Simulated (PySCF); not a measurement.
# Excitation energy of Ag by level of theory

Ag [Kr] 4d10 5s1 (2S) → Ag [Kr] 4d9 5s2 (2D), as a difference of total energies. Calculation: PySCF 2.14, in aug-cc-pwCVTZ-PP with ECP28MDF (8s8p7d4f3g, 122 functions); scalar relativity through the core potential. Correlated levels: valence: 4s2 4p6 frozen; valence and next inner shell: nothing frozen outside the core potential. The calculations carry no spin-orbit coupling.

```json
{"method": "UHF", "excitation energy (cm⁻¹)": "29356", "error (cm⁻¹)": "-2676"}
{"method": "LDA", "excitation energy (cm⁻¹)": "30939", "error (cm⁻¹)": "-1092"}
{"method": "PBE", "excitation energy (cm⁻¹)": "30729", "error (cm⁻¹)": "-1302"}
{"method": "PBE0", "excitation energy (cm⁻¹)": "31305", "error (cm⁻¹)": "-726"}
{"method": "r2SCAN", "excitation energy (cm⁻¹)": "30643", "error (cm⁻¹)": "-1388"}
{"method": "M06-L", "excitation energy (cm⁻¹)": "32241", "error (cm⁻¹)": "+210"}
{"method": "TPSSh", "excitation energy (cm⁻¹)": "30589", "error (cm⁻¹)": "-1442"}
{"method": "BP86", "excitation energy (cm⁻¹)": "30387", "error (cm⁻¹)": "-1644"}
{"method": "MP2 (valence)", "excitation energy (cm⁻¹)": "34199", "error (cm⁻¹)": "+2168"}
{"method": "SCS-MP2 (valence)", "excitation energy (cm⁻¹)": "32655", "error (cm⁻¹)": "+624"}
{"method": "MP2 (valence and next inner shell)", "excitation energy (cm⁻¹)": "32629", "error (cm⁻¹)": "+598"}
{"method": "SCS-MP2 (valence and next inner shell)", "excitation energy (cm⁻¹)": "30990", "error (cm⁻¹)": "-1041"}
```

Reference: 32031 cm⁻¹ (measured; NIST levels, between the centres of gravity of the two terms).

Errors of the correlated levels include the incompleteness of this basis and the frozen core.
